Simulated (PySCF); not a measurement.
**TlF: from constants to spectrum**

RHF-CCSD(T) constants of TlF, ¹Σ⁺ (singlet), closed shell (Tl cc-pVDZ-PP with ECP60, F cc-pVDZ; scalar-relativistic core potentials (PySCF 2.14); masses 204.9744 and 18.9984 u):

* ωe: 516.4 cm⁻¹
* ωexe: 2.21 cm⁻¹
* Be: 0.22033 cm⁻¹
* αe: 0.00131 cm⁻¹
* D (centrifugal): 1.6e-07 cm⁻¹
* De to Tl + F: 4.42 eV

Q: Give the band origin of the fundamental and the first lines of its P and R branches.

A: ν0 = ωe − 2ωexe = 512.0 cm⁻¹, B0 = 0.21968, B1 = 0.21837 cm⁻¹.

| J″ | P(J″) − ν0 | R(J″) − ν0 |
| --- | --- | --- |
| 0 |  | 0.437 |
| 1 | -0.439 | 0.871 |
| 2 | -0.881 | 1.302 |
| 3 | -1.326 | 1.731 |
| 4 | -1.773 | 2.157 |
| 5 | -2.223 | 2.581 |
| 6 | -2.675 | 3.002 |

Q: Near which J would the R branch turn back, without centrifugal distortion?

A: At J ≈ (B0 + B1)/(2(B0 − B1)) − 1 ≈ 170.

Measured values (Huber and Herzberg, Constants of Diatomic Molecules (1979)): ωe = 477.3 cm⁻¹, ωexe = 2.3 cm⁻¹, Be = 0.223150163 cm⁻¹, αe = 0.00150385 cm⁻¹.

Correlated steps freeze 5 core orbitals. Correlated levels converge slowly with the basis: in double zeta they bind strong bonds too weakly, by up to about 1 eV, and carry superposition errors of some tenths. Spin–orbit coupling is left out, which matters for elements this heavy, above all for dissociation energies. Where the molecule has an RHF reference, its open-shell atoms are computed with UHF.
